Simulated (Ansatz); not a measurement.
Consider the ligand exchange at the In–C bond: `C#[C][In]([F])[F]` + HI → `[F][In]([F])[I]` + `C#C`.

Gas-phase electronic energies from Ansatz, PBE0-D4/def2-TZVP geometries. CBS: MP2 limit from def2 TZ/QZ plus the TZ coupled-cluster correction, frozen cores. This one scheme is used for every species. DFT in def2-TZVPP. HSE06 is defined as in plane-wave codes. Elements past krypton have def2 core potentials. For I, In outer-core shells are correlated without core-valence functions, which leaves a few kJ/mol of doubt a bond.

`C#[C][In]([F])[F]`:

```xyz
6

C     0.073   -1.706   -1.079
C     0.029   -0.688   -0.434
In   -0.044    1.035    0.655
F     1.299    2.418    0.659
F    -1.469    1.548    1.849
H     0.112   -2.607   -1.649
```

HI:

Z-matrix (Å, degrees):
```
I
H 1 1.610
```

`[F][In]([F])[I]`:

Cartesian coordinates in Å:
```
F 0.356 -0.177 1.952
In -0.045 0.060 0.081
F -1.328 1.470 -0.209
I 1.017 -1.353 -1.824
```

`C#C`:

```xyz
4

C    -0.342   -0.463    0.164
C     0.342    0.463   -0.164
H    -0.951   -1.287    0.456
H     0.951    1.287   -0.456
```

```
        level  ΔE (kJ/mol)
      BLYP-D4       -114.4
   r2SCAN0-D4       -117.9
     HSE06-D4       -116.2
     BHLYP-D4       -120.8
     PBE-QIDH       -112.6
       r2SCAN       -116.6
      r2SCAN0       -117.9
HF/def2-QZVPP       -121.4
```

Problem. What does CCSD(T)/CBS give? (Best estimate.)

Solution. The calculation gave: -114.9 kJ/mol. The listed levels differ from it by 0.5, -3.0, -1.3, -5.9, 2.3, -1.7, -3.0, -6.5 kJ/mol.

Largest T1 diagnostic among the species: 0.017.

Leaving LDA and LC-ωPBE aside and taking each functional with its dispersion term where it has one, the values, not all of them listed here, spread over 11.1 kJ/mol, from BHLYP-D4 to ωB97X-V. LDA lies +3.5 kJ/mol from PBE without D4. At CCSD(T), def2-SVP lies +3.2 kJ/mol from the extrapolated value and def2-TZVPP +15.0 kJ/mol. In def2-TZVPP, CCSD(T) changes the Hartree–Fock value by +20.7 kJ/mol (the triples alone add +1.6 kJ/mol) and MP2 by +15.0 kJ/mol.
